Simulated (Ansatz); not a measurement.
The same path of BF2H + BrH (6 atoms, charge 0, multiplicity 1) was run 3 times with different band settings. Lost on the way: B1–H2, Br5–H6. Made: B1–Br5, H2–H6.

Method: RKS PBE/def2-SVPD in Ansatz 0.2.0.

Relaxed end points:

```xyz
6
Properties=species:S:1:pos:R:3
B -0.012 0.480 -0.174
H -0.019 0.865 0.968
F 1.129 0.325 -0.842
F -1.149 0.253 -0.831
Br 0.092 -2.700 1.077
H 0.095 -2.309 2.460
```

```xyz
6
Properties=species:S:1:pos:R:3
B 0.020 -0.638 -0.528
H 0.007 0.389 2.288
F 1.143 0.068 -0.586
F -1.145 -0.001 -0.570
Br 0.079 -2.547 -0.412
H 0.032 -0.357 2.466
```

Common settings: movable images 9; spring 5.0 eV/Å²; start path through a guess of the saddle point; iteration limit 60; end points relaxed.

| run | climbing image | optimiser | force threshold |
| --- | --- | --- | --- |
| 1 | yes | quadratic models (default) | 0.05 eV/Å |
| 2 | yes | quadratic models (default) | 0.5 eV/Å |
| 3 | from the first iteration | fire | 0.05 eV/Å |

(1) What does each run give, and how far can it be trusted?

Answers

(1) Run 1: converged after 40 iterations, highest image 0.823 eV above the first end. A vibrational analysis at the climbing image gives one clearly imaginary mode, 730i cm⁻¹: a first-order saddle point.
Run 2: converged after 16 iterations, highest image 0.834 eV above the first end. The threshold of 0.5 eV/Å is loose, so the images may lie well off the minimum-energy path. The order of the point at the top wasn't checked.
Run 3: converged after 53 iterations, highest image 0.823 eV above the first end. Another band between the same ends (9 images) ends at a top of the same energy, where a vibrational analysis finds 1 clearly imaginary mode.
The orbitals stay closed-shell, which can raise the energy where a bond breaks towards radicals; this wasn't checked here.
